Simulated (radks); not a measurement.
Removal energies from the nickel ion Ni10+, [Ar], by Delta-SCF beside the eigenvalue of the level emptied. Method: scalar-relativistic Kohn-Sham, r2SCAN, spin-polarised, spherical densities, finite nucleus; meta-GGA in the generalised Kohn-Sham scheme; Fermi nuclear charge, rms radius of each element as measured or else 0.836 A^(1/3) + 0.57 fm; computed with a radial shooting solver on a logarithmic mesh with Libxc functionals. Open shells are filled with parallel spins first.

removed from   final configuration  Delta-SCF (eV)  -eigenvalue (eV)
3p                    [Ne] 3s2 3p5          321.57            306.23
3s                    [Ne] 3s1 3p6          364.98            349.63
2p            [He] 2s2 2p5 3s2 3p6          1167.2            1124.9
2s            [He] 2s1 2p6 3s2 3p6          1300.6            1264.7
